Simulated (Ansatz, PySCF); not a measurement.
ethenylcyclopropane (C5H8), SMILES C=CC1CC1.

Geometry optimised at B3LYP-D3(BJ)/def2-SVP. Other conformers were not sampled.

Vertical ionisation energy (IE) and electron affinity (EA) in eV. Rows of orbital energies are one-electron estimates. Where ΔSCF, EOM or ADC give a negative EA the extra electron is unbound and the value depends on the basis.

| level | IE | EA |
|---|---|---|
| −ε(HOMO), −ε(LUMO), CAM-B3LYP/def2-TZVP (PySCF) | (withheld) | (withheld) |
| −ε(HOMO), −ε(LUMO), PBE/def2-TZVP (PySCF) | 5.77 | 0.66 |
| ΔSCF, CAM-B3LYP/def2-SVPD (Ansatz), final states of multiplicity 2 and 2 | 9.03 | -2.15 |
| ΔSCF, PBE/def2-SVPD (Ansatz), final states of multiplicity 2 and 2 | 8.83 | -1.81 |

Q: Fill in the missing entries. (Estimate from the structure and the level; the computed values follow.)

A: 
- −ε(HOMO), −ε(LUMO), CAM-B3LYP/def2-TZVP (PySCF), IE: 8.15
- −ε(HOMO), −ε(LUMO), CAM-B3LYP/def2-TZVP (PySCF), EA: -1.48

Q: What vertical singlet–triplet gap does ΔSCF give with CAM-B3LYP/def2-SVPD (Ansatz, an electronic-structure program) and with PBE/def2-SVPD (Ansatz)? (An estimate is asked for; the answer gives what the named calculation found.)

A: 4.20 and 4.23 eV (triplet above singlet where positive).
